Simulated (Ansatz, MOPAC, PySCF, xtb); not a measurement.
Donor–acceptor adduct: AlH3 (SMILES [AlH3]) (first 4 atoms) with AsH3 (SMILES [AsH3]); geometry from B3LYP-D3(BJ)/def2-TZVP, rigid monomers moved along the line of their centres of mass till Al1···As5 is 3.07 Å.
(charge 0, multiplicity 1):
```tsv
atom	x (Å)	y (Å)	z (Å)
Al	0.2822	0.6255	0.5610
H	-0.5405	-0.2926	-0.4415
H	-0.2475	2.0913	0.8698
H	1.8116	0.2894	0.8303
As	-0.7919	-0.6569	3.1343
H	-0.3268	-0.1569	4.4822
H	-0.5728	-2.1284	3.3984
H	-2.2732	-0.6353	3.4314
```

Monomers are frozen at their geometry in the pair; levels with a basis set take the counterpoise correction. Rows marked so take none.

Correlated levels freeze the cores. Filled d and f shells under p-block atoms count as core. Rows in 3-21G, 6-31G* carry no dispersion term and start afresh at each structure (6-31G* with six Cartesian d functions); the Pople sets are all-electron and without relativity. The state that PM3 reach isn't checked.

Run with Ansatz (a program for electronic structure); MOPAC for PM3 (differences of heats of formation); PySCF for 3-21G rows, 6-31G* rows, the dispersion terms; xtb for the GFN methods. Each number belongs to the level named beside it.

```
level                          interaction energy (kcal/mol)
-----------------------------  -----------------------------
PM3                                                    -3.87
GFN1-xTB                                              -16.04
HF/3-21G (no counterpoise)                            -10.98
HF/def2-SVPD                                           -9.39
PBE-D4/def2-TZVPPD                                    -13.66
BP86/6-31G* (no counterpoise)                              ?
wB97X-V/def2-TZVPPD                                        ?
MP2/def2-SVPD                                         -11.18
SCS-MP2/def2-TZVPPD                                   -11.07
```

Q: What belongs in the gaps?

A: 
- BP86/6-31G* (no counterpoise), interaction energy (kcal/mol): -11.84
- wB97X-V/def2-TZVPPD, interaction energy (kcal/mol): -12.81
